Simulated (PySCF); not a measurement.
## SbP⁺: from constants to spectrum

UHF-CCSD(T) constants of SbP⁺, ²Π (doublet), unpaired electrons π ↑ (PySCF, scalar-relativistic core potentials, basis sets Sb cc-pVDZ-PP with ECP28, P cc-pV(D+d)Z; masses 120.9038 and 30.9738 u):

```
ωe              : 420.2 cm⁻¹
ωexe            : 1.86 cm⁻¹
Be              : 0.12463 cm⁻¹
αe              : 0.000574 cm⁻¹
D (centrifugal) : 4.39e-08 cm⁻¹
De to Sb⁺ + P   : 2.53 eV
```

Problem. Give the vibrational terms G(v) and spacings up to v = 6.

Solution. G(v) = ωe(v+½) − ωexe(v+½)².

```csv
v,G(v) (cm⁻¹),G(v) − G(v−1),Bv (cm⁻¹)
0,209.6,,0.1243
1,626.1,416.5,0.1238
2,1038.9,412.8,0.1232
3,1447.9,409.0,0.1226
4,1853.2,405.3,0.1220
5,2254.8,401.6,0.1215
6,2652.7,397.9,0.1209
```

Problem. How well does the Morse estimate ωe²/(4ωexe) reproduce De, and what is D0?

Solution. It gives 2.94 eV, 116 % of the computed De. D0 = De − G(0) = 2.53 − 0.03 = 2.50 eV.

Correlated steps freeze 9 core orbitals. Correlated levels converge slowly with the basis: in double zeta they bind strong bonds too weakly, by up to about 1 eV, and carry superposition errors of some tenths. These are scalar-relativistic numbers at best; spin–orbit coupling would shift them, the dissociation energy most. For an ion De counts to the pair picked by the measured ionisation energies or electron affinities, which need not be the lowest pair at this level. The state is the lowest determinant that a PBE0 search found; another state may lie lower at other levels.
